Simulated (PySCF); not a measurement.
## From a computed spectrum to the compound

A species of 4 atoms with charge 0 has these harmonic modes (PBE, small Gaussian bases with core potentials, PySCF 2.14.0):

```json
{"cm⁻¹": "221", "km/mol": "76.7", "symmetry": "b3u"}
{"cm⁻¹": "304", "km/mol": "0.0", "symmetry": "ag"}
{"cm⁻¹": "463", "km/mol": "0.0", "symmetry": "b3g"}
{"cm⁻¹": "574", "km/mol": "113.6", "symmetry": "b1u"}
{"cm⁻¹": "669", "km/mol": "0.0", "symmetry": "ag"}
{"cm⁻¹": "729", "km/mol": "210.4", "symmetry": "b2u"}
```

Problem. Which species is it, and in which structure?

Solution. Y2N2 (singlet):
```xyz
4

Y     0.0000    0.0000    1.4970
Y     0.0000    0.0000   -1.4970
N     1.3725    0.0000    0.0000
N    -1.3725    0.0000    0.0000
```
Ideal gas at 298.15 K and 1 bar: S = 300.9 J/(mol K), Cp = 64.9 J/(mol K), H − H(0 K) = 14.1 kJ/mol (rigid rotor, harmonic modes, spin degeneracy alone). 
 This is one of several that fit.
